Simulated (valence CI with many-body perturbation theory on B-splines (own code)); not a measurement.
**E1 line list for Kr V**

Method: relativistic CI+MBPT: four valence electrons over a frozen Dirac-Fock core [Ar] 3d10, radial functions for each j: 11 s, 11 p, 10 d, 8 f, 5 g, 2 h, with the one-electron correlation potential Σ1, the two-electron term Σ2, the three-electron term Σ3, Breit, model QED; selected CI, second order for the rest, scaled by the run's own slope (own B-spline code, finite nucleus).

Set against measurement, 34 paired levels are off by 137 cm⁻¹ on average, the worst by 790. These come from a selection out of Saloman, J. Phys. Chem. Ref. Data 36, 215 (2007). Levels without a partner in it may be off by more. Among the levels kept, up to 1200 cm⁻¹ of a level comes from second order outside the variational space, and about a tenth of that is noise between levels of different J, which matters for small intervals. 7 measured levels below the end of the list, from 289998 cm⁻¹ on, found no clear computed partner, and computed levels of the same name lie up to 46756 cm⁻¹ from them.

Lines 351 to 400 of 551 in falling wavelength, among levels below 50.712 eV, chosen from the strongest by gf and those to the six lowest levels. Wavelengths and rates use the calculated energies, so an error of 100 cm⁻¹ moves a line at 522.0 Å by 0.052 % and its rate by three times that or more. Electric multipoles are in the length gauge, E1 and E2 with the static RPA response of the core. Weak lines are less certain than strong ones. Lines between different terms over intervals too small for the method are left out, as are lines whose strength nearly cancels. Where a level lies close to another of its J and parity, the split of strength between their lines is uncertain. The highest levels of a list are the least certain.

Names give the largest LS component (configuration and term), which can be under half, so a name can repeat, a term be missing and a line seem to break the LS rules; names also repeat where a configuration has a term twice. Letters in brackets count levels of one name in rising energy.

| λ vac (Å) | λ from measured levels | Upper | Lower | A (s⁻¹) | S (a.u.) |
| --- | --- | --- | --- | --- | --- |
| 523.1 |  | 4s.4p2.4d 1P_1 [a] | 4s.4p3 1D°_2 | 1.24e+10 | 2.63e+00 |
| 523.0 |  | 4s2.4p.6p 3D_3 | 4s2.4p.4d 3F°_4 | 2.00e+09 | 9.88e-01 |
| 522.0 | 521.9 | 4s2.4p.4d 3P°_2 | 4s2.4p2 1D_2 | 3.69e+09 | 1.30e+00 |
| 519.3 |  | 4s.4p2.4d 3P_2 [a] | 4s.4p3 3D°_3 | 9.48e+09 | 3.28e+00 |
| 517.6 |  | 4s2.4p.6p 3S_1 | 4s.4p3 1P°_1 | 2.52e+09 | 5.17e-01 |
| 516.0 |  | 4s.4p2.4d 3P_2 [a] | 4s.4p3 3D°_2 | 5.18e+09 | 1.76e+00 |
| 515.1 | 514.9 | 4s2.4p.4d 3P°_1 | 4s2.4p2 1D_2 | 3.63e+08 | 7.35e-02 |
| 515.0 | 515.4 | 4s.4p3 1P°_1 | 4s2.4p2 3P_0 | 5.76e+08 | 1.17e-01 |
| 514.7 |  | 4s.4p2.4d 1P_1 [b] | 4s.4p3 1P°_1 | 7.38e+09 | 1.49e+00 |
| 513.9 |  | 4s2.4p.5f 3G_3 | 4s2.4p.4d 3P°_2 | 1.93e+09 | 9.04e-01 |
| 509.5 |  | 4s.4p2.4d 3S_1 | 4s.4p3 1D°_2 | 2.41e+09 | 4.71e-01 |
| 507.1 | 507.2 | 4s2.4p.4d 1D°_2 | 4s2.4p2 1D_2 | 1.61e+10 | 5.18e+00 |
| 506.9 |  | 4s2.4p.4f 1F_3 | 4s.4p3 3D°_2 | 1.50e+09 | 6.77e-01 |
| 506.0 |  | 4s.4p2.4d 3P_1 [a] | 4s.4p3 3D°_2 | 6.67e+09 | 1.28e+00 |
| 506.0 |  | 4s.4p2.4d 1D_2 [b] | 4s.4p3 3S°_1 | 3.29e+09 | 1.05e+00 |
| 505.7 |  | 4s.4p2.4d 3P_1 [a] | 4s.4p3 3D°_1 | 6.83e+09 | 1.31e+00 |
| 504.2 |  | 4s.4p2.4d 1S_0 | 4s.4p3 3S°_1 | 1.42e+10 | 8.97e-01 |
| 503.7 | 503.7 | 4s2.4p.4d 1P°_1 | 4s2.4p2 1S_0 | 9.91e+09 | 1.88e+00 |
| 502.7 |  | 4s.4p2.4d 3D_2 [d] | 4s.4p3 3S°_1 | 1.79e+09 | 5.62e-01 |
| 502.6 | 502.5 | 4s2.4p.4d 3D°_1 | 4s2.4p2 1D_2 | 7.16e+08 | 1.35e-01 |
| 501.9 |  | 4s.4p2.4d 3P_2 [c] | 4s.4p3 1P°_1 | 7.22e+09 | 2.25e+00 |
| 501.8 |  | 4s.4p2.4d 1F_3 | 4s.4p3 3P°_2 | 2.71e+09 | 1.18e+00 |
| 501.5 |  | 4s.4p2.4d 5D_1 | 4s.4p3 5S°_2 | 1.36e+08 | 2.54e-02 |
| 500.9 | 500.9 | 4s2.4p.4d 3D°_3 | 4s2.4p2 1D_2 | 8.06e+08 | 3.50e-01 |
| 500.3 |  | 4s.4p2.4d 5D_2 | 4s.4p3 5S°_2 | 3.77e+08 | 1.16e-01 |
| 499.9 |  | 4s2.4p.4f 3F_2 | 4s.4p3 3D°_1 | 5.24e+09 | 1.62e+00 |
| 499.8 | 499.7 | 4s2.4p.4d 3D°_2 | 4s2.4p2 1D_2 | 5.34e+09 | 1.65e+00 |
| 499.1 |  | 4s.4p2.4d 3P_0 [a] | 4s.4p3 3D°_1 | 1.23e+10 | 7.55e-01 |
| 498.6 |  | 4s.4p2.4d 5D_3 | 4s.4p3 5S°_2 | 5.71e+08 | 2.45e-01 |
| 497.1 |  | 4s.4p2.4d 3D_1 [b] | 4s.4p3 3P°_1 | 4.09e+09 | 7.45e-01 |
| 496.7 |  | 4s.4p2.4d 3P_0 [b] | 4s.4p3 3P°_1 | 8.02e+09 | 4.85e-01 |
| 496.3 |  | 4s2.4p.4f 3F_4 | 4s.4p3 3D°_3 | 7.01e+09 | 3.81e+00 |
| 496.2 |  | 4s.4p2.4d 3D_1 [b] | 4s.4p3 3P°_0 | 8.24e+09 | 1.49e+00 |
| 496.2 |  | 4s.4p2.4d 3P_1 [c] | 4s.4p3 1P°_1 | 1.56e+10 | 2.81e+00 |
| 495.8 | 495.7 | 4s2.4p.5s 3P°_1 | 4s2.4p2 1S_0 | 7.41e+09 | 1.34e+00 |
| 495.8 |  | 4s2.4p.4f 3F_3 | 4s.4p3 3D°_2 | 5.62e+09 | 2.37e+00 |
| 495.8 |  | 4s.4p2.4d 3D_2 [b] | 4s.4p3 3P°_2 | 1.49e+09 | 4.49e-01 |
| 495.2 |  | 4s2.4p.4f 3G_3 | 4s.4p3 3P°_2 | 5.45e+09 | 2.29e+00 |
| 494.9 |  | 4s.4p2.4d 3D_2 [b] | 4s.4p3 3P°_1 | 1.39e+10 | 4.16e+00 |
| 494.9 |  | 4s2.4p.6p 3S_1 | 4s.4p3 3S°_1 | 3.92e+09 | 7.03e-01 |
| 494.8 |  | 4s.4p2.4d 3P_1 [b] | 4s.4p3 3P°_2 | 3.09e+09 | 5.54e-01 |
| 494.4 |  | 4s.4p2.4d 3P_0 [c] | 4s.4p3 1P°_1 | 1.48e+10 | 8.80e-01 |
| 493.9 |  | 4s.4p2.4d 3P_1 [b] | 4s.4p3 3P°_1 | 3.67e+09 | 6.55e-01 |
| 493.0 |  | 4s.4p2.4d 3P_1 [b] | 4s.4p3 3P°_0 | 3.30e+09 | 5.85e-01 |
| 492.2 |  | 4s.4p2.4d 1P_1 [b] | 4s.4p3 3S°_1 | 9.65e+09 | 1.70e+00 |
| 490.8 | 490.8 | 4s2.4p.4d 3P°_2 | 4s2.4p2 3P_2 | 7.20e+09 | 2.10e+00 |
| 490.3 |  | 4s.4p2.4d 3P_2 [b] | 4s.4p3 3P°_2 | 1.03e+10 | 3.00e+00 |
| 489.4 |  | 4s.4p2.4d 3P_2 [b] | 4s.4p3 3P°_1 | 1.60e+09 | 4.64e-01 |
| 489.2 |  | 4s.4p2.4d 3D_3 [c] | 4s.4p3 3P°_2 | 8.76e+09 | 3.54e+00 |
| 487.8 |  | 4s2.4p.5f 1G_4 | 4s2.4p.4d 3F°_4 | 1.61e+09 | 8.29e-01 |
